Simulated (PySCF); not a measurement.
Species: InEt2F, C4H10FIn.
Bonds: In1–C2, In1–C9, In1–F16, C2–C3, C9–C10. Hydrogens: H4, H5 on C2; H6, H7, H8 on C3; H11, H12 on C9; H13, H14, H15 on C10.

A GFN2-xTB structure was refined with PBE0-D3(BJ)/def2-SVP geometry optimisation, gas phase, def2 core potentials past Kr in PySCF. Its GFN2-xTB values:

```
   coordinate  GFN2-xTB
       In1–C2   2.208 Å
       In1–C9   2.387 Å
      In1–F16   1.990 Å
        C2–C3   1.473 Å
        C2–H4   1.162 Å
        C3–H6   1.122 Å
    In1–C2–C3    107.2°
   In1–C9–C10    112.2°
    C2–In1–C9    146.2°
   C2–In1–F16    111.7°
   C9–In1–F16    102.0°
C2–In1–C9–C10       -2°
 C9–In1–C2–C3      156°
```

How do these coordinates change at the PBE0-D3(BJ)/def2-SVP level?

| coordinate | PBE0-D3(BJ)/def2-SVP (Å or °) | change |
| --- | --- | --- |
| In1–C9 | 2.162 | -0.225 |
| C2–H4 | 1.102 | -0.060 |
| C2–C3 | 1.522 | +0.049 |
| In1–C2 | 2.163 | -0.045 |
| C3–H6 | 1.104 | -0.018 |
| In1–F16 | 1.989 | -0.001 |
| C9–In1–F16 | 109.4 | +7.4 |
| In1–C2–C3 | 113.6 | +6.4 |
| In1–C9–C10 | 116.3 | +4.1 |
| C2–In1–F16 | 107.9 | -3.8 |
| C2–In1–C9 | 142.7 | -3.5 |
| C2–In1–C9–C10 | -8 | -6 |
| C9–In1–C2–C3 | 161 | +5 |

The energy falls by 0.703 eV over 9 energy and gradient evaluations, the largest force component goes from 0.0663 to 3.2e-04 Eh/bohr, and the atoms move by 0.141 Å rms after alignment. The bond that changes most is In1–C9 (ends: indium bonded to 2 C and F; carbon bonded to C, In and 2 H), which shortens by 0.225 Å. Bonds longer at the end by more than 0.005 Å: 5 of 15; shorter: 9. Rotational constants go from 3585, 1204, 934.4 to 3595, 1277, 973.4 MHz.

The run used 146 basis functions and 61 SCF cycles in all. Hardware: Arm Neoverse V2, one thread, shared host. Cost: 85 s of wall time, 0.55 GiB resident at most.

No PBE0-D3(BJ)/def2-SVP frequencies stand behind this structure, so it isn't proved a minimum. The numbers are those of one conformer.
